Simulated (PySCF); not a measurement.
Bonds: Si1-F2 1.601 Å, Si1-F3 1.601 Å, Si1-F4 1.601 Å, Si1-N5 1.689 Å, N5-Si6 1.754 Å. N5 carries H7; Si6 carries H8, H9, H10.

[PySCF: geometry from PBE0-D3(BJ)/def2-SVP; σ from GIAO-KT2/pcSseg-1; relativity neglected; in vacuum; one averaged value for each set of equivalent atoms; a single conformation]

Scale: TMS for ¹H, ²⁹Si; ¹⁹F vs CFCl3; ¹⁵N vs NH3 (reference shieldings calculated alike).

```tsv
atoms	nucleus	count	δ (ppm)
F2/F3/F4	¹⁹F	3	-174.6
H8/H9/H10	¹H	3	?
N5	¹⁵N	1	12.7
H7	¹H	1	?
Si1	²⁹Si	1	-70.5
Si6	²⁹Si	1	-51.1
```

Q: Fill in the missing shifts.

A: 
- H8/H9/H10: 4.78 ppm, hydrogen on a silicon bonded to N
- H7: 0.27 ppm, hydrogen on a nitrogen bonded to 2 Si

Exchangeable OH/NH protons stand at their gas-phase positions; hydrogen bonding in a real sample shifts them, mostly to higher δ. Unscaled 19F shifts against computed CFCl3 carry errors that often reach 10 to 50 ppm. Experimental scales use liquid or dissolved standards, which lie at an offset from isolated NH3 (liquid NH3: subtract about 20 ppm).
